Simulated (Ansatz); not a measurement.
Basis sets compared for Be(NH2)2 (BeN₂H₄). Charge 0, multiplicity 1. Geometry r2SCAN-D4/def2-TZVP. Ansatz on 4 threads of Arm Neoverse V1 on a shared host; times are rough, and most runs start from earlier orbitals.

```xyz
7

Be   -0.0003    0.0004    0.0003
N    -0.0075    0.8629   -1.2409
H     0.7885    1.3576   -1.6097
H    -0.8087    1.0311   -1.8275
N     0.0073   -0.8626    1.2411
H    -0.1851   -0.5397    2.1756
H     0.2058   -1.8498    1.2611
```

Binding counts from free atoms (Be singlet, N quartet, H doublet) in the same basis, without a counterpoise term.

```tsv
level	functions	energy (Eh)	HOMO (eV)	LUMO (eV)	binding per atom (eV)	wall time
HF/STO-3G	19	-124.3110	-8.35	9.41	2.55	0.1 s
HF/6-31G	35	-125.9055	-10.24	4.69	2.24	0.1 s
HF/def2-TZVP	105	-125.9910	-10.42	1.46	2.39	0.2 s
PBE-D4/def2-SVP	57	-126.4645	-5.40	-0.19	3.60	0.35 s
PBE-D4/def2-TZVP (with forces)	105	-126.6136	-5.57	-0.68	3.59	0.55 s
r2SCAN-D4/def2-TZVP	105	-126.7083	-5.83	-0.02	3.49	0.95 s
PBE0-D4/def2-SVP	57	-126.4788	-6.83	0.53	3.50	0.3 s
PBE0-D4/def2-TZVP	105	-126.6259	-6.97	-0.08	3.49	0.65 s
```

Estimate the rows for PBE-D4/def2-TZVPD, r2SCAN-D4/def2-TZVPD, PBE0-D4/def2-TZVPD.


```json
{"level": "PBE-D4/def2-TZVPD", "functions": "132", "energy (Eh)": "-126.6195", "HOMO (eV)": "-5.71", "LUMO (eV)": "-0.80", "binding per atom (eV)": "3.61", "wall time": "0.6 s"}
{"level": "r2SCAN-D4/def2-TZVPD", "functions": "132", "energy (Eh)": "-126.7127", "HOMO (eV)": "-5.94", "LUMO (eV)": "-0.16", "binding per atom (eV)": "3.51", "wall time": "1.1 s"}
{"level": "PBE0-D4/def2-TZVPD", "functions": "132", "energy (Eh)": "-126.6311", "HOMO (eV)": "-7.08", "LUMO (eV)": "-0.19", "binding per atom (eV)": "3.51", "wall time": "0.7 s"}
```
